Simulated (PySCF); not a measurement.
A geometry optimisation on `OC1=CC=C(OC(F)F)C=C1`.

Computed with PBE0-D3(BJ)/def2-SVP geometry optimisation, gas phase (PySCF 2.14.0). Start geometry: GFN2-xTB. A driver script takes a list of jobs; this job's settings line and coordinates (Å) are shown.

Input:
```
{"job": {"xc": "PBE0", "basis": "def2-SVP", "d3": "d3bj", "grid": 1, "kind": "geom"}, "charge": 0, "multiplicity": 1}
O     -3.457166     0.169377    -0.213587
C     -2.115106     0.113166    -0.023312
C     -1.594385     0.636455     1.159412
C     -0.237229     0.604774     1.392513
C      0.618821     0.046499     0.449699
O      1.973242     0.041505     0.778103
C      2.872418    -0.088705    -0.211287
F      4.059894     0.334281     0.245356
F      3.059494    -1.388839    -0.572873
C      0.111613    -0.487778    -0.722574
C     -1.253942    -0.448047    -0.956335
H     -3.692142    -0.236739    -1.056820
H     -2.271830     1.063612     1.880287
H      0.180675     1.003823     2.301862
H      2.630933     0.471130    -1.136632
H      0.755095    -0.954366    -1.451827
H     -1.647382    -0.868118    -1.871895
```

Q: Estimate the output.

A: 
```
step   0  E = -619.38120351  max force = 0.020120
step   1  E = -619.38290902  max force = 0.009035
step   2  E = -619.38250656  max force = 0.008136
step   3  E = -619.38329704  max force = 0.002197
step   4  E = -619.38329315  max force = 0.002748
step   5  E = -619.38342353  max force = 0.000840
step   6  E = -619.38341733  max force = 0.001087
step   7  E = -619.38343218  max force = 0.000378
optimisation converged
```

Energies in Eh; «max force» is the largest Cartesian gradient component in Eh/bohr.

Q: How much energy does the optimisation release, in kcal/mol?

A: E(step 0) − E(last step) = 0.002229 Eh, which is 1.4 kcal/mol.

Q: Give the first gradient maximum in eV/Å.

A: With 1 Eh/bohr = 51.422 eV/Å, 1.035 eV/Å.

In short: final energy -619.38343 Eh after 7 steps; dipole 3.11 D.

Q: Where do the atoms end?

A: 0.080 Å rms from the input after alignment:
```
atom  x, y, z in Å
O1    -3.4401    0.3691   -0.1756
C2    -2.1104    0.2131   -0.0058
C3    -1.5433    0.6925    1.1817
C4    -0.1808    0.5657    1.4056
C5     0.6353   -0.0502    0.4545
O6     1.9707   -0.1480    0.7624
C7     2.8703   -0.1721   -0.2523
F8     4.0574    0.1381    0.2615
F9     2.9680   -1.4124   -0.7794
C10    0.0788   -0.5477   -0.7220
C11   -1.2900   -0.4033   -0.9516
H12   -3.7010   -0.0067   -1.0227
H13   -2.1924    1.1696    1.9180
H14    0.2765    0.9417    2.3225
H15    2.6103    0.5298   -1.0670
H16    0.6961   -1.0721   -1.4522
H17   -1.7225   -0.7933   -1.8779
```

The run took about 6 min of CPU time (one thread, shared machine).
Labels such as C1 count atoms from 1, the log's own numbers from 0.
